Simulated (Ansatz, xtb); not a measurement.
## Ranking isomers of C5H5ClN2

3 gas-phase structures of C5H5ClN2, from a drawn sample of its isomers (lower ones may exist). Each was relaxed with GFN2-xTB:

A. `Cc1cncc(Cl)n1`, a singlet
B. `Cc1nccnc1Cl`, a singlet
C. `Cc1cnc(Cl)cn1`, a singlet

**Question.** Which do you expect lowest at r2SCAN-D4/def2-SVP//GFN2-xTB, and how would the others follow?

**Answer.** Calculated order at r2SCAN-D4/def2-SVP//GFN2-xTB: B (0.000), A (0.051), C (0.066) eV. Less than 1 kcal/mol parts A and C, so the order within that pair means little.

Energies above the lowest of each column, in eV; the last columns are at r2SCAN-D4/def2-SVP geometries:

```json
{"structure": "B", "GFN2-xTB": "0.000", "HF/STO-3G": "0.000", "r2SCAN-D4/def2-SVP//GFN2-xTB": "0.000", "r2SCAN-D4/def2-SVP": "0.000", "CCSD(T)/def2-SVP + ΔMP2/def2-TZVPP": "0.000"}
{"structure": "A", "GFN2-xTB": "0.017", "HF/STO-3G": "0.006", "r2SCAN-D4/def2-SVP//GFN2-xTB": "0.051", "r2SCAN-D4/def2-SVP": "0.051", "CCSD(T)/def2-SVP + ΔMP2/def2-TZVPP": "0.035"}
{"structure": "C", "GFN2-xTB": "0.035", "HF/STO-3G": "0.011", "r2SCAN-D4/def2-SVP//GFN2-xTB": "0.066", "r2SCAN-D4/def2-SVP": "0.067", "CCSD(T)/def2-SVP + ΔMP2/def2-TZVPP": "0.048"}
```

Every level run on B puts it lowest or level with the lowest. ΔMP2 is the change of the MP2 energy from the smaller to the larger basis.

Programs: Ansatz 0.2.0, xtb 6.7.1.
